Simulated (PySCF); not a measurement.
Ligands exchanged one at a time, Al CH3-SiH3. Gas-phase values, no solvent. Strings in code marks are SMILES.

These are PBE-D3(BJ)/def2-TZVP // r2SCAN-D4/def2-TZVP run with PySCF 2.14.0 values and carry that method's errors. Excitations are Tamm–Dancoff values on a coarser integration grid. The basis has no diffuse functions, so Rydberg states are missing or too high.

| species | S1–T1 gap (TDA) (eV) | S1 excitation (TDA) (eV) | S1 oscillator strength |
|---|---|---|---|
| 0 of 3 CH3 replaced by SiH3 (`[CH3][Al]([CH3])[CH3]`) | (withheld) | 5.21 | (withheld) |
| 1 of 3 CH3 replaced by SiH3 (`[CH3][Al]([CH3])[SiH3]`) | 0.68 | 4.22 | 0.011 |
| 2 of 3 CH3 replaced by SiH3 | 0.59 | 3.48 | 0.000 |
| 3 of 3 CH3 replaced by SiH3 | 0.50 | 3.12 | (withheld) |

Q: What belongs in the gaps?

A: 
- 0 of 3 CH3 replaced by SiH3 (`[CH3][Al]([CH3])[CH3]`), S1–T1 gap (TDA) (eV): 0.28
- 0 of 3 CH3 replaced by SiH3 (`[CH3][Al]([CH3])[CH3]`), S1 oscillator strength: 0.000
- 3 of 3 CH3 replaced by SiH3, S1 oscillator strength: 0.000
